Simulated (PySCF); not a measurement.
Computed IR spectrum (relative IR intensity) of a molecule CH10N2Si2. Geometry: PBE-D3(BJ)/def2-SVP. One conformer was computed; it need not be the lowest. These are PBE-D3(BJ)/def2-SVP (PySCF) values and carry that method's errors. Frequencies are harmonic and unscaled.

| ν (cm⁻¹) | relative intensity |
|---|---|
| 94 | 2.0 |
| 135 | 13 |
| 166 | 2.8 |
| 248 | 14 |
| 287 | 11 |
| 328 | 6.9 |
| 405 | 2.1 |
| 494 | 99 |
| 501 | 26 |
| 582 | 4.3 |
| 610 | 24 |
| 698 | 29 |
| 725 | 66 |
| 780 | 100 |
| 801 | 6.2 |
| 842 | 64 |
| 848 | 78 |
| 873 | 30 |
| 894 | 29 |
| 905 | 8.6 |
| 1053 | 8.3 |
| 1204 | 12 |
| 1381 | 2.8 |
| 1504 | 13 |
| 1587 | 6.7 |
| 2101 | 63 |
| 2112 | 38 |
| 2124 | 55 |
| 2143 | 72 |
| 2966 | 10 |
| 3021 | 3.3 |
| 3462 | 12 |
| 3552 | 9.0 |

Q: Which molecule gave these data?
A) CN[SiH2]N[SiH3]
B) C[SiH2]N[SiH2]N
C) NC[SiH2][SiH2]N
D) NC[Si@@H](N)[SiH3]

A: C, NC[SiH2][SiH2]N
